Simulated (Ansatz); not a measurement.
Z-matrix (Å, degrees):
```
C
Si 1 1.868
H 1 1.092 2 110.2
H 1 1.092 2 111.1 3 -120.2
H 1 1.093 2 110.8 3 119.6
C 2 1.871 1 111.1 3 -58.6
H 2 1.491 1 110.1 3 -179.0
H 2 1.490 1 110.6 3 61.1
N 6 1.565 2 117.7 1 69.4
C 6 1.453 2 123.5 1 125.9
H 6 1.091 2 117.8 1 -71.8
H 10 1.083 6 150.1 2 81.4
```

Charge 0, multiplicity 1.

List the CAM-B3LYP/def2-TZVPP orbital energies in eV (the Gaussian-basis code of Ansatz). (Best estimate.)

Computed: Occupied: -1800.60, -392.26, -280.59, -279.65, -278.27, -145.19, -100.52, -100.52, -100.49, -29.38, -21.32, -19.60, -18.23, -16.02, -14.82, -13.50, -12.99, -12.60, -11.93, -10.73, -10.68, -9.33, -9.22. Lowest empty: 0.51, 1.65, 2.13, 2.64, 2.96, 3.03, 3.26, 3.68.
